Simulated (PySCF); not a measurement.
Question: Write Cartesian coordinates for `Fc1ccc2[nH]ccc2c1` (5-fluoroindole) as optimised with PBE0-D3(BJ)/def2-SVP.

Answer: 
```xyz
16
C8H6FN angstrom
F     -3.2489    1.1826    0.3910
C     -2.0573    0.5876    0.2629
C     -2.0356   -0.7898   -0.0080
C     -0.8245   -1.4503   -0.1521
C      0.3487   -0.7021   -0.0188
N      1.6661   -1.0789   -0.1070
C      2.4683    0.0142    0.0984
C      1.6919    1.1230    0.3243
C      0.3271    0.6933    0.2548
C     -0.9105    1.3448    0.3974
H     -2.9857   -1.3180   -0.1013
H     -0.7974   -2.5214   -0.3631
H      1.9928   -2.0151   -0.2937
H      3.5520   -0.0801    0.0684
H      2.0542    2.1297    0.5175
H     -0.9853    2.4127    0.6074
```

Orientation and origin are arbitrary. Atoms count from 1 in this order. The 10 heavy atoms lie in one plane (0.001 Å rms). N6 (pyrrole-type nitrogen) is planar (angles 125.3°, 125.2° and 109.4°, sum 360.0°, 0.00 Å off the plane of its three neighbours). The 5-membered ring C5–N6–C7–C8–C9 has internal angles of 106.8° to 109.7°; it is planar, 0.00 Å rms from its mean plane, widest ring torsion 0°. The 6-membered ring C2–C3–C4–C5–C9–C10 has internal angles of 117.8° to 123.0° (sum 720°, against 720° for a flat polygon); it is planar, 0.00 Å rms from its mean plane, widest ring torsion 0°.

Bonds between heavy atoms (Å): F1–C2 1.338, C2–C3 1.404, C3–C4 1.387, C4–C5 1.398, C5–N6 1.373, N6–C7 1.371, C7–C8 1.372, C8–C9 1.433, C9–C10 1.406, C2–C10 1.381, C5–C9 1.422.

Computed, not measured: PySCF, PBE0-D3(BJ)/def2-SVP geometry optimisation, gas phase.

Point group: Cs (tolerance 0.08 Å). No PBE0-D3(BJ)/def2-SVP frequencies stand behind this structure, so it isn't proved a minimum.

On an Intel Xeon Platinum 8559C with one thread, no GPU (shared host), this took 93 s of wall time and 0.80 GiB of memory at its peak. This is the geometry optimisation.
